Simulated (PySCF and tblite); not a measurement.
Values are calculated unless marked as measured or tabulated.
Stationary points of C₆H₁₂OSe at GFN2-xTB, in Å:

Structure A

```
 1 C    -2.033   -0.696   -1.002
 2 C    -1.064    0.357   -0.469
 3 C    -1.417    0.707    0.973
 4 C     0.367   -0.148   -0.637
 5 C     1.475    0.847   -0.272
 6 O     2.679    0.145   -0.104
 7 C     2.517   -0.800    0.882
 8 Se    0.815   -1.755    0.464
 9 H    -3.061   -0.352   -0.916
10 H    -1.828   -0.920   -2.046
11 H    -1.922   -1.615   -0.424
12 H    -1.151    1.263   -1.084
13 H    -0.819    1.536    1.345
14 H    -1.258   -0.159    1.613
15 H    -2.464    0.993    1.038
16 H     0.514   -0.471   -1.673
17 H     1.221    1.382    0.653
18 H     1.635    1.569   -1.075
19 H     3.353   -1.497    0.861
20 H     2.403   -0.358    1.882
```

Structure B

```
 1 C    -1.670    0.348   -1.272
 2 C    -1.017    0.335    0.111
 3 C    -1.983   -0.245    1.141
 4 C     0.273   -0.477    0.084
 5 C     1.329    0.036   -0.904
 6 O     2.592   -0.449   -0.530
 7 C     2.874   -0.045    0.754
 8 Se    1.242   -0.448    1.831
 9 H    -2.621    0.873   -1.225
10 H    -1.040    0.848   -2.003
11 H    -1.856   -0.669   -1.612
12 H    -0.773    1.364    0.397
13 H    -1.513   -0.271    2.125
14 H    -2.264   -1.260    0.868
15 H    -2.884    0.360    1.202
16 H     0.054   -1.530   -0.120
17 H     1.329    1.137   -0.903
18 H     1.142   -0.329   -1.914
19 H     3.726   -0.606    1.135
20 H     3.052    1.038    0.831
```

Structure C

```
 1 C    -1.985   -0.233   -1.264
 2 C    -1.047    0.330   -0.196
 3 C    -1.698    0.215    1.179
 4 C     0.319   -0.371   -0.287
 5 C     1.467    0.580   -0.648
 6 O     2.691   -0.069   -0.427
 7 C     2.772   -0.440    0.895
 8 Se    1.018   -1.283    1.352
 9 H    -2.932    0.302   -1.253
10 H    -1.548   -0.133   -2.256
11 H    -2.182   -1.285   -1.074
12 H    -0.889    1.395   -0.406
13 H    -1.074    0.676    1.941
14 H    -1.841   -0.834    1.439
15 H    -2.666    0.711    1.179
16 H     0.279   -1.171   -1.032
17 H     1.402    1.491   -0.034
18 H     1.434    0.853   -1.705
19 H     3.581   -1.156    1.026
20 H     2.898    0.420    1.570
```

Level: PBE0/pcSseg-1 + D3(BJ) on GFN2-xTB stationary points, with GFN2-xTB thermal terms.

**Question.** Which structure is a saddle point, and along which motion?

**Answer.** C: one imaginary mode (59i cm⁻¹ at GFN2-xTB, mostly on C3, C1, Se8), along the rotation about the C2–C4 bond (torsion C1–C2–C4–C5 from 59° to 174°, rising).

**Question.** Give their symmetry and energies above the lowest.

**Answer.** A C1, 0.5 kcal/mol; B C1, 0.0 kcal/mol; C C1, 5.0 kcal/mol.

Spin–orbit effects of heavy atoms on shieldings are missing.
